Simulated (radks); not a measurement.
All-electron atom: Nd I in [Xe] 4f4 6s2.

All-electron calculation, scalar-relativistic Kohn-Sham, B86b exchange with PBE correlation, spin-polarised, spherical densities, point nucleus; open shells are filled with parallel spins first (spin-orbit coupling, left out, can overturn this in heavy ions). Program: a radial shooting solver on a logarithmic mesh with Libxc functionals.

Energy parts (eV):
total: -261909.21
kinetic: 278772.75
electron-nucleus: -636123.86
Hartree: 101514.52
exchange-correlation: -6072.61

Orbitals (lengths in bohr, moments of r in powers of bohr; <r^-3> diverges for s and p1/2):
1s up: occ. 1; eigenvalue (eV) -43407.64; <r> 0.02363; <r^4> 1.525e-06
1s down: occ. 1; eigenvalue (eV) -43407.64; <r> 0.02363; <r^4> 1.525e-06
2s up: occ. 1; eigenvalue (eV) -7020.287; <r> 0.1010; <r^4> 0.0002486
2s down: occ. 1; eigenvalue (eV) -7020.280; <r> 0.1010; <r^4> 0.0002486
2p up: occ. 3; eigenvalue (eV) -6275.237; <r^-3> 9019; <r> 0.08879; <r^4> 0.0001831
2p down: occ. 3; eigenvalue (eV) -6275.233; <r^-3> 9019; <r> 0.08879; <r^4> 0.0001831
3s up: occ. 1; eigenvalue (eV) -1523.099; <r> 0.2663; <r^4> 0.009928
3s down: occ. 1; eigenvalue (eV) -1522.057; <r> 0.2662; <r^4> 0.009908
3p up: occ. 3; eigenvalue (eV) -1288.160; <r^-3> 1835; <r> 0.2645; <r^4> 0.01038
3p down: occ. 3; eigenvalue (eV) -1287.123; <r^-3> 1837; <r> 0.2644; <r^4> 0.01035
3d up: occ. 5; eigenvalue (eV) -962.2763; <r^-3> 250.5; <r> 0.2418; <r^4> 0.008493
3d down: occ. 5; eigenvalue (eV) -961.4756; <r^-3> 250.8; <r> 0.2416; <r^4> 0.008462
4s up: occ. 1; eigenvalue (eV) -303.7513; <r> 0.6075; <r^4> 0.2522
4s down: occ. 1; eigenvalue (eV) -300.8820; <r> 0.6072; <r^4> 0.2518
4p up: occ. 3; eigenvalue (eV) -226.8482; <r^-3> 398.7; <r> 0.6434; <r^4> 0.3316
4p down: occ. 3; eigenvalue (eV) -223.9560; <r^-3> 398.9; <r> 0.6431; <r^4> 0.3313
4d up: occ. 5; eigenvalue (eV) -117.5660; <r^-3> 44.81; <r> 0.7073; <r^4> 0.5508
4d down: occ. 5; eigenvalue (eV) -114.6508; <r^-3> 44.82; <r> 0.7074; <r^4> 0.5532
5s up: occ. 1; eigenvalue (eV) -41.1179; <r> 1.468; <r^4> 8.717
5s down: occ. 1; eigenvalue (eV) -39.2714; <r> 1.484; <r^4> 9.152
5p up: occ. 3; eigenvalue (eV) -22.5934; <r^-3> 54.19; <r> 1.720; <r^4> 17.73
5p down: occ. 3; eigenvalue (eV) -21.1829; <r^-3> 51.54; <r> 1.748; <r^4> 19.12
6s up: occ. 1; eigenvalue (eV) -3.5915; <r> 4.388; <r^4> 749.0
6s down: occ. 1; eigenvalue (eV) -3.4021; <r> 4.501; <r^4> 830.4
4f up: occ. 4; eigenvalue (eV) -2.5616; <r^-3> 4.917; <r> 1.102; <r^4> 11.78
4f down: occ. 0; eigenvalue (eV) -0.0979; <r^-3> 4.557; <r> 1.268; <r^4> 86.08

The highest occupied level is 4f up at -2.562 eV. The density falls to 0.001 e/bohr^3 at r = 5.36 bohr. For comparison, the ionisation energy in NIST's Atomic Spectra Database is 5.525 eV (measured). In exact Kohn-Sham theory the highest level is minus the ionisation energy, but local and semilocal functionals leave it too shallow, through self-interaction and a potential that decays too fast; potentials with the right tail come closer.
